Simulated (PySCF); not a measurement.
Two species compared at the same levels of theory.

First species: C3H9ClOSi2.
SMILES: `C[C@@H]1[SiH2]O[Si@@]1(C)Cl`

Second species: C5H7F.
SMILES: `CC#CCCF`

Levels: wB97X-D/def2-SVPD for dipole moment, HOMO energy, LUMO energy, HOMO–LUMO gap, static isotropic polarisability and electronic spatial extent ⟨r²⟩ about the centre of nuclear charge; TDDFT wB97X-D/def2-SVPD for lowest singlet excitation; TDA wB97X-D/def2-SVPD for lowest triplet excitation (Tamm–Dancoff); GFN2-xTB for rotational constant A and rotational constant C. Geometries: GFN2-xTB. Each structure is a single optimised conformer of the isolated species, non-relativistic unless stated. Electronic properties by PySCF.

The conformers computed, where there is a choice (atom-mapped SMILES and torsion angles):
- `[CH3:1][C:2]#[C:3][CH2:4][CH2:5][F:6]`: C3–C4–C5–F6 180°

Which has the higher dipole moment?

The first: 2.43 D against 2.21 D, a difference of 0.22 D.

Which of the two has the higher T1 energy, and by how much?

The first: 5.91 eV against 5.66 eV, a difference of 0.25 eV.

Which of the two has the higher HOMO–LUMO gap, and by how much?

The second: 11.53 eV against 10.84 eV, a difference of 0.69 eV.

Which of the two has the higher LUMO energy, and by how much?

The second: 2.19 eV against 1.36 eV, a difference of 0.83 eV.

Which has the higher HOMO energy?

The second: -9.34 eV against -9.48 eV, a difference of 0.14 eV.

Which of the two has the higher ⟨r²⟩, and by how much?

The first: 1346 bohr² against 958 bohr², a difference of 388 bohr².

Which has the higher rotational constant C?

The second: 1.156 GHz against 1.005 GHz, a difference of 0.151 GHz.

Which of the two has the higher static isotropic polarisability, and by how much?

The first: 96.9 au against 61.2 au, a difference of 35.7 au.

On the first: No computed singlet falls in the visible range (750 to 380 nm, 1.65 to 3.26 eV); S1 lies 3.15 eV above its blue end. The 8 singlets span 6.41 to 8.39 eV, and their oscillator strengths add up to 0.24.

On the second: The 8 singlets span 6.71 to 8.78 eV, and their oscillator strengths add up to 0.09. The principal polarisabilities are 47.6, 50.5 and 85.4 au; their mean is the isotropic value.
